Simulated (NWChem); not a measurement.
Molecule: silicon dioxide molecule (SiO2); SMILES O=[Si]=O

Results from NWChem. Geometry: optimised at PBE0-D3(BJ)/def2-TZVP.

Problem. Taking Hartree-Fock/pcseg-2 as the yardstick, which of these has the fewest basis functions while keeping “highest occupied level (eV)” within 0.1 eV of it: Hartree-Fock/def2-SVP; Hartree-Fock/pcseg-1; Hartree-Fock/aug-pcseg-1; Hartree-Fock/STO-3G?

Solution. Hartree-Fock/pcseg-1 (a larger set in the list lies outside the tolerance).
```json
[
 {"level": "Hartree-Fock/STO-3G", "basis functions": "19", "highest occupied level (eV)": "-7.80"},
 {"level": "Hartree-Fock/pcseg-1", "basis functions": "46", "highest occupied level (eV)": "-13.95"},
 {"level": "Hartree-Fock/def2-SVP", "basis functions": "46", "highest occupied level (eV)": "-13.65"},
 {"level": "Hartree-Fock/aug-pcseg-1", "basis functions": "73", "highest occupied level (eV)": "-14.08"},
 {"level": "Hartree-Fock/pcseg-2", "basis functions": "94", "highest occupied level (eV)": "-13.91"}
]
```

The yardstick is one finite set, not the basis-set limit.
